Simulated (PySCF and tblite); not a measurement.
C₄H₆F₂O₂, numbered as in [F:1][C:2]1([F:3])[CH2:4][O:5][CH2:6][O:7][CH2:8]1.

Level: PBE0-D3(BJ)/def2-SVP (IEF-PCM, dichloromethane)//GFN2-xTB, thermal terms from GFN2-xTB, symmetry numbers and mirror pairs counted. Conformers within 3 kcal/mol (GFN2-xTB free energy) were kept, 10 at most. Couplings: B3LYP/6-31G* with pcJ-1 on H, F (gas phase; spin-dipole term only for pairs with B, N, F, Si or P). Couplings are for ¹⁹F, ¹H; a prime marks the second kind of pair between the same two sets of atoms. H–H couplings come out 0.1 to 0.9 Hz lower than with pcJ-1 on all atoms. Run with PySCF (density fitting) and tblite.

The 6-ring runs over atoms 2–4–5–6–7–8. Of a mirror pair one member is shown.

```
conformer                                                          shape  weight %
        1                                        6-ring chair (F3 axial)      99.5
        2  6-ring twist-boat (ring torsions 65, -33, -33, 65, -30, -30°)       0.5
```

Problem. Give the couplings in each conformer and the averages at 298.15 K (pairs that fast motion interchanges averaged).

Solution. 
| coupling | pairs | 1 | 2 | average (Hz) |
| --- | --- | --- | --- | --- |
| ³J(F1,H4) | 4 | 13.3 | 11.6 | 13.3 |
| ³J(F1,H4′) | 4 | 8.8 | 13.6 | 8.8 |
| ²J(H4,H4) | 2 | -13.1 | -13.4 | -13.1 |
| ²J(H6,H6) | 1 | -7.6 | -4.3 | -7.6 |

Computed couplings to fluorine can be off by tens of per cent at such levels.

F–F couplings are left out: such levels miss them by tens of Hz and can give the wrong sign.


Conformer gaps in def2-SVP on xTB geometries can be 2 kcal/mol too large for S=O, P=O and other polar bonds.